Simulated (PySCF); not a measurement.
Match the calculated data to a structure.

All candidates are C6H6NSi (charge -1).

| technique | computed result |
| --- | --- |
| Rotational structure | rotational constants A, B, C: 1.926, 1.117, 0.749 GHz [GFN2-xTB] |
| NMR, other nuclei | isotropic shieldings of nuclei other than C and H, by class: -101 (1 N), 428 (1 Si) ppm [GIAO PBE0/pcSseg-1] |
| 13C NMR | chemical shifts (computed TMS as zero) by class: 164.1 (1 C), 143.6 (1 C), 115.5 (1 C), 112.0 (1 C), 101.8 (1 C), 8.6 (1 C) ppm [GIAO PBE0/pcSseg-1] |
| 1H NMR | chemical shifts (computed TMS as zero) by class: 7.17 (1 H), 5.34 (1 H), 5.30 (1 H), 2.13 (3 H) ppm [GIAO PBE0/pcSseg-1] |

Gas-phase values; electronic properties from PySCF, density fitting. Levels stand in brackets. The structure is a single GFN2-xTB conformer in the gas phase; no vibrational or solvent corrections. No diffuse functions stand in pcSseg-1, which bears on an anion's orbital energies. Each NMR value is the plain mean over a class of atoms that symmetry, rotation or inversion makes alike.

Task: Which candidate is it?
A. `C#Cc1c[n-]c([SiH3])c1`
B. `C#C[C@H](C=C)[SiH-]C#N`
C. `C=C[Si-](C#N)C#CC`

Result: C. It is `C=C[Si-](C#N)C#CC`. Numbering: `[CH2:1]=[CH:2][Si-:3]([C:4]#[N:5])[C:6]#[C:7][CH3:8]`. 6 carbons fall into 6 classes; from least to most shielded: alkene CH carbon [C2] (164.1 ppm), cyano carbon [C4] (143.6 ppm), terminal =CH2 carbon [C1] (115.5 ppm), alkyne carbon [C7] (112.0 ppm), alkyne carbon [C6] (101.8 ppm), propargylic carbon [C8] (8.6 ppm). Hydrogen classes from least to most shielded: 1 H on an alkene CH carbon, C2 (7.17 ppm), 1 H on a terminal =CH2 carbon, C1 (5.34 ppm), 1 H on a terminal =CH2 carbon, C1 (5.30 ppm), 3 H on a propargylic carbon, C8 (2.13 ppm). The other shieldings belong to: -101 ppm, cyano nitrogen [N5]; 428 ppm, silicon bonded to 3 C [Si3]. The optimised geometry has point group C1 and is an asymmetric top.

The others, at the same levels:
- `C#C[C@H](C=C)[SiH-]C#N` fails: its computed 13C shifts are 152.8 (1 C), 145.3 (1 C), 99.3 (1 C), 98.2 (1 C), 66.3 (1 C), 29.9 (1 C) ppm, 1H shifts are 6.12 (1 H), 4.50 (1 H), 4.16 (1 H), 3.91 (1 H), 2.49 (1 H), 0.99 (1 H) ppm and rotational constant A is 2.653 GHz (against 1.926 GHz).
- `C#Cc1c[n-]c([SiH3])c1` fails: its computed 13C shifts are 147.3 (1 C), 130.0 (1 C), 121.1 (1 C), 98.8 (1 C), 95.9 (1 C), 73.0 (1 C) ppm, 1H shifts are 7.50 (1 H), 6.76 (1 H), 4.31 (3 H), 2.36 (1 H) ppm and rotational constant A is 6.152 GHz (against 1.926 GHz).

Each candidate is one conformer, not necessarily the lowest. Dipoles, sizes and rotational constants follow the conformer. The torsions of the flexible species, by atom-mapped SMILES:
- `[CH2:1]=[CH:2][Si-:3]([C:4]#[N:5])[C:6]#[C:7][CH3:8]`: C1–C2–Si3–C4 151°, C2–Si3–C4–N5 121°
- `[CH:1]#[C:2][C@H:3]([CH:4]=[CH2:5])[SiH-:6][C:7]#[N:8]`: C2–C3–C4–C5 144°, C2–C3–Si6–C7 -174°, C3–Si6–C7–N8 129°
